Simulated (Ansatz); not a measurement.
Reaction (formal exchange of groups at the Al–Ge bond): `[CH3][GeH2][AlH][C]#N` + `CCl` → `N#[C][AlH][Cl]` + `[CH3][GeH2][CH3]`

Isolated molecules relaxed with PBE0-D4/def2-TZVP in Ansatz; ΔE leaves out vibrations. CCSD(T)/CBS is the MP2 limit (def2-TZVPP, def2-QZVPP) plus CCSD(T) − MP2 in def2-TZVPP, frozen cores. This one scheme is used for every species. Functionals use def2-TZVPP. HSE06 is defined as in plane-wave codes. For Ge outer-core shells are correlated without core-valence functions, which leaves a few kJ/mol of doubt a bond. Scalar relativity is left out up to krypton. Each species was taken in one conformer, which may not be the lowest.

`[CH3][GeH2][AlH][C]#N`:

```xyz
11

C    -0.959    0.442    1.433
Ge   -0.664    0.883   -0.454
Al    0.978   -0.606   -1.543
C     1.977   -1.780   -0.356
N     2.536   -2.449    0.403
H    -0.018    0.484    1.981
H    -1.369   -0.564    1.526
H    -1.659    1.151    1.875
H    -0.159    2.339   -0.570
H    -2.004    0.832   -1.220
H     1.340   -0.731   -3.074
```

`CCl`:

Cartesian coordinates in Å:
```
C 0.104 -0.083 -0.060
Cl -1.159 0.927 0.667
H 1.064 0.201 0.365
H 0.104 0.080 -1.135
H -0.113 -1.125 0.163
```

`N#[C][AlH][Cl]`:

Cartesian coordinates in Å:
```
N -2.083 -1.036 -0.686
C -1.099 -0.519 -0.378
Al 0.532 0.384 0.105
Cl 1.759 -0.611 1.452
H 0.891 1.782 -0.493
```

`[CH3][GeH2][CH3]`:

```xyz
11

C    -0.264   -0.820   -1.400
Ge    0.340   -0.527    0.435
C    -0.047    1.303    1.002
H    -0.050   -1.840   -1.720
H     0.241   -0.131   -2.079
H    -1.340   -0.653   -1.475
H     1.859   -0.787    0.527
H    -0.369   -1.523    1.378
H     0.460    2.016    0.351
H    -1.120    1.494    0.956
H     0.290    1.470    2.026
```

Is it downhill or uphill in electronic energy at CCSD(T)/CBS, and by how much? (Estimate.)

The calculation gave: Downhill: ΔE = -192.9 kJ/mol.

What do these levels give: BLYP-D4, HSE06-D4, BHLYP-D4, CAM-B3LYP-D4, PBE-QIDH, BLYP, r2SCANh, r2SCAN0, HSE06, MP2/def2-QZVPP, HF/CBS(def2), MP2/CBS(def2)? (An estimate is asked.)

The calculation gave: BLYP-D4 -179.8, HSE06-D4 -180.0, BHLYP-D4 -193.0, CAM-B3LYP-D4 -191.3, PBE-QIDH -193.6, BLYP -178.6, r2SCANh -192.3, r2SCAN0 -193.5, HSE06 -180.2, MP2/def2-QZVPP -204.3, HF/CBS(def2) -199.8, MP2/CBS(def2) -203.8 kJ/mol.

Largest T1 diagnostic among the species: 0.012.

From BLYP to BHLYP (50 % exact exchange), in def2-TZVPP and without D4, ΔE moves by −15.1 kJ/mol. Leaving LDA and LC-ωPBE aside and taking each functional with its dispersion term where it has one, the values, not all of them listed here, spread over 24.8 kJ/mol, from B97M-V to PBE-D4. At CCSD(T), def2-SVP lies −7.7 kJ/mol from the extrapolated value and def2-TZVPP −1.2 kJ/mol.
